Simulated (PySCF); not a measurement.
Nuclear quadrupole coupling in `O=P1(C2CC2)CCOCC1`

C₇H₁₃O₂P.
Geometry (GFN2-xTB, Å), atoms numbered from 1 in this order:
```xyz
23
C7H13O2P angstrom
O      0.172    1.545   -0.938
P      0.131    0.293   -0.174
C      1.761   -0.375    0.275
C      2.852   -0.122   -0.725
C      2.820    0.654    0.545
C     -0.842    0.411    1.383
C     -2.296    0.609    0.952
O     -2.805   -0.484    0.226
C     -2.245   -0.619   -1.058
C     -0.781   -1.060   -1.025
H      1.773   -1.298    0.840
H      3.611   -0.878   -0.860
H      2.574    0.399   -1.629
H      2.521    1.690    0.483
H      3.556    0.447    1.307
H     -0.741   -0.492    1.983
H     -0.497    1.274    1.954
H     -2.949    0.707    1.824
H     -2.366    1.528    0.349
H     -2.318    0.334   -1.604
H     -2.863   -1.366   -1.565
H     -0.678   -2.004   -0.492
H     -0.396   -1.166   -2.040
```

Field gradients from the PBE0/pcSseg-1 density (PySCF, non-relativistic), principal values in atomic units, ordered |Vxx| ≤ |Vyy| ≤ |Vzz|:

```tsv
atom	Vxx	Vyy	Vzz
O1	-0.3454	-0.4659	0.8113
O8	-0.0226	-1.9507	1.9733
```

Task: Find the asymmetry η = (Vxx − Vyy)/Vzz and the couplings χ = eQV/h (234.96 MHz × Q in barn × V in au), with Q(17O) = −0.0256 b.

Result: 
| atom | environment | nucleus | η | χzz (MHz) | χxx (MHz) | χyy (MHz) |
| --- | --- | --- | --- | --- | --- | --- |
| O1 | phosphoryl oxygen | 17O | 0.15 | -4.880 | 2.077 | 2.803 |
| O8 | cyclic ether oxygen | 17O | 0.98 | -11.87 | 0.14 | 11.73 |

At O8 η is above 0.9: Vyy and Vzz are nearly equal in size and opposite in sign, so a small change could swap them and flip the sign of χzz. 

Task: What is Vzz at O8 in SI units (1 au = 9.71736 × 10²¹ V/m²)?

Result: 1.9733 au = 19.175 × 10²¹ V/m².

Were the hydrogens deuterons (Q(2H) = 0.00286 b), χzz would run from 184 kHz (H19 and H20) to 223 kHz (H15 and H12).

One conformer (not necessarily the lowest) at the GFN2-xTB geometry, without solvent, vibrations or thermal averaging. GFN2-xTB bond lengths can be off by several hundredths of an ångström, more for odd bonds, and the gradients follow them. With so small a basis the couplings can be 20 % off.
